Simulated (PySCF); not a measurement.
Constitutional and geometric isomers with formula CH6OSi2. Gas-phase values, no solvent. One relaxed conformer stands for each flexible species; it need not be the lowest. Strings in code marks are SMILES.

Level of theory: PBE-D3(BJ)/def2-TZVP // B3LYP-D3(BJ)/def2-TZVP (PySCF 2.14.0). All candidates: neutral, multiplicity 1. Delta-SCF ions had no search for a lower state. 

```yaml
HOMO–LUMO gap: 4.32 eV
vertical ionisation energy (Delta-SCF): 8.33 eV
HOMO: -5.48 eV
```

**Question.** Say which member has these values.
A. `OC1[SiH2][SiH2]1` (H–O–C–Si torsion 63°)
B. `[SiH3][C@@H]1O[SiH2]1`
C. `C=[SiH]O[SiH3]` (C–Si–O–Si torsion 1°)
D. `CO[SiH]=[SiH2]` (C–O–Si–Si torsion 142°)

**Answer.** A, `OC1[SiH2][SiH2]1` (H–O–C–Si torsion 63°). The others give `[SiH3][C@@H]1O[SiH2]1`: 4.90 eV, 9.56 eV, -6.46 eV; `C=[SiH]O[SiH3]` (C–Si–O–Si torsion 1°): 3.93 eV, 8.32 eV, -5.25 eV; `CO[SiH]=[SiH2]` (C–O–Si–Si torsion 142°): 2.39 eV, 7.77 eV, -5.09 eV
